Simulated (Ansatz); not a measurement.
Geometry optimisation, Ansatz 0.2.0, RKS PBE/6-31G*.

Input file:

```yaml
crystal:
  periodic: [false, false, false]
  atoms:
    - { symbol: B, position_ang: [0.0, 0.0, 0.0] }
    - { symbol: C, position_ang: [0.0, 0.0, 1.95] }
    - { symbol: H, position_ang: [-0.9996, -0.3092, 2.3205] }
    - { symbol: H, position_ang: [0.7676, -0.7111, 2.3205] }
    - { symbol: H, position_ang: [0.232, 1.0203, 2.3205] }
    - { symbol: H, position_ang: [1.0305, 0.0, -0.595] }
    - { symbol: H, position_ang: [-1.0305, 0.0, -0.595] }
    - { symbol: O, position_ang: [-0.219, -1.6079, 0.5392] }
    - { symbol: C, position_ang: [-0.7634, -2.6617, -0.2415] }
    - { symbol: H, position_ang: [-0.1565, -3.5801, -0.099] }
    - { symbol: H, position_ang: [-1.8088, -2.8567, 0.0767] }
    - { symbol: H, position_ang: [-0.7512, -2.3734, -1.3133] }
    - { symbol: H, position_ang: [-0.1495, -1.0979, 1.5797] }
basis:
  gaussian: { orbitals: "6-31G*" }
hamiltonian:
  xc: pbe
relax:
  f_tol: 0.15
  max_steps: 25
  restrain:
    - { distance: [0, 7], at: 1.41, k: 30.0 }
    - { distance: [12, 1], at: 1.11, k: 30.0 }
    - { distance: [0, 1], at: 2.8, k: 30.0 }
    - { distance: [12, 7], at: 2.21, k: 30.0 }
output:
  orbitals: {}
```

Command:

```bash
$ ansatz run input.yaml --threads 1 --pin off --max-ram 2048MiB --backend cpu --events-out ev --progress --plain --runs-dir out
```

Where does it end, and by what steps?

The forces met the threshold. The restraints hold the end off the free minimum; the threshold counts their pulls, which the force column leaves out. Restrained pairs: B1–O8 (1.71 → 1.38 Å), C2–H13 (1.17 → 1.11 Å), B1–C2 (1.95 → 2.81 Å), O8–H13 (1.16 → 2.22 Å). After 16 steps the energy has fallen by 4.394 eV (the restraints' own energy left out); O8 moved furthest, 1.10 Å.

| step | energy less start (eV) | largest force component (eV/Å) | accepted |
| --- | --- | --- | --- |
| 0 | 0.0000 | 5.201 | yes |
| 1 | 0.5847 | 3.721 | yes |
| 2 | 1.0763 | 4.169 | yes |
| 3 | -0.0309 | 4.916 | yes |
| 4 | -1.9944 | 3.431 | yes |
| 5 | -3.4962 | 2.597 | yes |
| 6 | -4.1688 | 1.272 | yes |
| 7 | -4.3091 | 0.798 | yes |
| 8 | -4.3330 | 0.951 | yes |
| 9 | -4.3515 | 0.889 | yes |
| 10 | -4.3554 | 0.841 | no |
| 11 | -4.3652 | 0.854 | yes |
| 12 | -4.3751 | 0.838 | yes |
| 13 | -4.3816 | 0.849 | yes |
| 14 | -4.3834 | 0.834 | yes |
| 15 | -4.3908 | 0.839 | yes |
| 16 | -4.3941 | 0.839 | yes |

```xyz
13
Properties=species:S:1:pos:R:3
B 0.010 -0.347 -0.417
C 0.031 -0.244 2.390
H -0.902 -0.561 2.885
H 0.830 -0.127 3.142
H -0.136 0.726 1.894
H 0.987 0.358 -0.452
H -1.125 0.075 -0.457
O 0.252 -1.707 -0.454
C -0.829 -2.643 -0.474
H -0.675 -3.376 0.336
H -1.807 -2.146 -0.340
H -0.823 -3.180 -1.438
H 0.338 -1.006 1.649
```

Run time: 49 s on 1 thread of Arm Neoverse V1 (shared host), peak memory 0.12 GiB.
